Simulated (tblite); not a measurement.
Species: C5H8BrFO.
Atom-mapped SMILES: `[CH2:1]=[C:2]([CH2:3][O:4][CH3:5])[C@H:6]([F:7])[Br:8]` (hydrogens: H9, H10 on C1; H11, H12 on C3; H13, H14, H15 on C5; H16 on C6)

Computed with GFN2-xTB (tblite), gas phase: L-BFGS steps from a force-field or distance-geometry start until the largest atomic force falls under 0.01 eV/Å.

Step 4: E = -751.7289 eV
```
atom  x, y, z in Å  |  force x, y, z in eV/Å
C1     -1.1601    0.7615   -1.7542    0.018   0.017  -0.011
C2     -0.7621    0.0216   -0.7317    0.051  -0.022  -0.005
C3      0.0332    0.5697    0.4214    0.028  -0.002   0.009
O4      1.2384   -0.1587    0.5437   -0.015  -0.023   0.016
C5      2.0549    0.3349    1.5764   -0.013  -0.006   0.016
C6     -1.0693   -1.4368   -0.6576   -0.050  -0.068   0.083
F7     -1.5273   -1.9429   -1.8211   -0.014   0.032  -0.009
Br8    -2.4858   -1.7567    0.7021    0.037   0.044  -0.029
H9     -1.7184    0.3500   -2.5749   -0.072  -0.051  -0.020
H10    -0.9270    1.8079   -1.8088    0.023   0.079  -0.007
H11     0.2492    1.6330    0.2405   -0.005  -0.006  -0.006
H12    -0.5432    0.5018    1.3614   -0.025  -0.063  -0.046
H13     2.9519   -0.2789    1.6114   -0.034  -0.064  -0.089
H14     2.3410    1.3761    1.3883   -0.018   0.028   0.018
H15     1.5395    0.2720    2.5411   -0.006   0.039   0.050
H16    -0.2223   -2.0456   -0.3315    0.096   0.067   0.030
```

Step 5: E = -751.7306 eV
```
atom  x, y, z in Å  |  force x, y, z in eV/Å
C1     -1.1602    0.7616   -1.7542    0.024  -0.010  -0.008
C2     -0.7581    0.0211   -0.7325   -0.026   0.015  -0.041
C3      0.0349    0.5695    0.4221   -0.023  -0.026  -0.042
O4      1.2370   -0.1605    0.5447    0.048   0.017   0.066
C5      2.0548    0.3352    1.5778   -0.029  -0.018  -0.046
C6     -1.0687   -1.4365   -0.6563   -0.047  -0.050   0.054
F7     -1.5280   -1.9420   -1.8201   -0.001   0.028   0.004
Br8    -2.4858   -1.7559    0.7018    0.043   0.047  -0.026
H9     -1.7206    0.3488   -2.5751   -0.039  -0.025   0.025
H10    -0.9264    1.8086   -1.8088    0.015   0.053  -0.012
H11     0.2481    1.6324    0.2399    0.016   0.012   0.004
H12    -0.5438    0.4992    1.3595   -0.036  -0.052  -0.023
H13     2.9497   -0.2815    1.6072   -0.020  -0.048  -0.059
H14     2.3401    1.3773    1.3895   -0.018  -0.004   0.011
H15     1.5393    0.2737    2.5419   -0.004   0.025   0.060
H16    -0.2199   -2.0421   -0.3310    0.096   0.036   0.034
```

Step 6: E = -751.7322 eV
```
atom  x, y, z in Å  |  force x, y, z in eV/Å
C1     -1.1599    0.7617   -1.7547    0.027  -0.014  -0.006
C2     -0.7546    0.0207   -0.7339   -0.085   0.034  -0.053
C3      0.0362    0.5687    0.4220   -0.054  -0.031  -0.065
O4      1.2363   -0.1621    0.5467    0.057   0.037   0.061
C5      2.0543    0.3352    1.5787   -0.025  -0.017  -0.048
C6     -1.0688   -1.4368   -0.6541   -0.009  -0.014   0.012
F7     -1.5287   -1.9407   -1.8190    0.012   0.011   0.018
Br8    -2.4850   -1.7541    0.7011    0.040   0.044  -0.013
H9     -1.7233    0.3472   -2.5745   -0.010   0.002   0.058
H10    -0.9256    1.8100   -1.8090    0.003   0.005  -0.018
H11     0.2474    1.6320    0.2394    0.030   0.012   0.016
H12    -0.5451    0.4956    1.3572   -0.041  -0.036  -0.013
H13     2.9470   -0.2851    1.6019   -0.010  -0.023  -0.024
H14     2.3388    1.3784    1.3909   -0.013  -0.032   0.002
H15     1.5392    0.2760    2.5438    0.011   0.008   0.046
H16    -0.2157   -2.0378   -0.3298    0.067   0.014   0.027
```

Step 7: E = -751.7332 eV
```
atom  x, y, z in Å  |  force x, y, z in eV/Å
C1     -1.1594    0.7619   -1.7555    0.016  -0.006  -0.012
C2     -0.7535    0.0206   -0.7355   -0.087   0.030  -0.029
C3      0.0364    0.5678    0.4209   -0.053  -0.017  -0.048
O4      1.2364   -0.1627    0.5488    0.021   0.031   0.019
C5      2.0536    0.3350    1.5790   -0.013  -0.011  -0.015
C6     -1.0688   -1.4373   -0.6523    0.030   0.017  -0.019
F7     -1.5291   -1.9396   -1.8179    0.019  -0.011   0.023
Br8    -2.4837   -1.7520    0.7003    0.031   0.037   0.003
H9     -1.7255    0.3461   -2.5731   -0.001   0.016   0.057
H10    -0.9249    1.8110   -1.8095   -0.002  -0.023  -0.023
H11     0.2473    1.6317    0.2394    0.029  -0.002   0.023
H12    -0.5467    0.4923    1.3552   -0.038  -0.023  -0.017
H13     2.9448   -0.2880    1.5976   -0.005  -0.003   0.003
H14     2.3377    1.3787    1.3920   -0.004  -0.039  -0.005
H15     1.5394    0.2778    2.5457    0.026  -0.005   0.025
H16    -0.2117   -2.0344   -0.3285    0.032   0.009   0.015
```

Task: Estimate the geometry and energy of step 8. (The exact step hangs on the optimiser's Hessian estimate; all steps are aligned on step 7, rigid shifts and turns removed.)

Result: E = -751.7338 eV, largest force 0.066 eV/Å
```
atom  x, y, z in Å  |  force x, y, z in eV/Å
C1     -1.1587    0.7622   -1.7565    0.002   0.005  -0.013
C2     -0.7542    0.0208   -0.7368   -0.051   0.018   0.004
C3      0.0356    0.5670    0.4195   -0.033   0.002  -0.011
O4      1.2365   -0.1627    0.5502   -0.023   0.012  -0.023
C5      2.0530    0.3347    1.5793   -0.004  -0.008   0.012
C6     -1.0683   -1.4374   -0.6512    0.048   0.032  -0.032
F7     -1.5289   -1.9391   -1.8169    0.023  -0.030   0.018
Br8    -2.4821   -1.7498    0.6998    0.022   0.029   0.017
H9     -1.7272    0.3455   -2.5712   -0.008   0.017   0.030
H10    -0.9245    1.8113   -1.8103   -0.002  -0.026  -0.026
H11     0.2478    1.6314    0.2398    0.019  -0.014   0.024
H12    -0.5485    0.4896    1.3534   -0.033  -0.013  -0.023
H13     2.9432   -0.2900    1.5947   -0.002   0.008   0.019
H14     2.3368    1.3782    1.3925    0.006  -0.030  -0.009
H15     1.5401    0.2790    2.5475    0.032  -0.015   0.009
H16    -0.2083   -2.0318   -0.3273    0.005   0.012   0.004
```

The energy changes by -0.0007 eV. The first-order estimate −F·Δx gives -0.0010 eV and the mean of the old and new forces, exact on a quadratic surface, -0.0007 eV. The step makes an angle of 56° with the force vector and moves no atom by more than 0.004 Å.

The cost below is that of the whole relaxation. The run took 1.0 s on one thread, Arm Neoverse N1 (aarch64) (shared host).
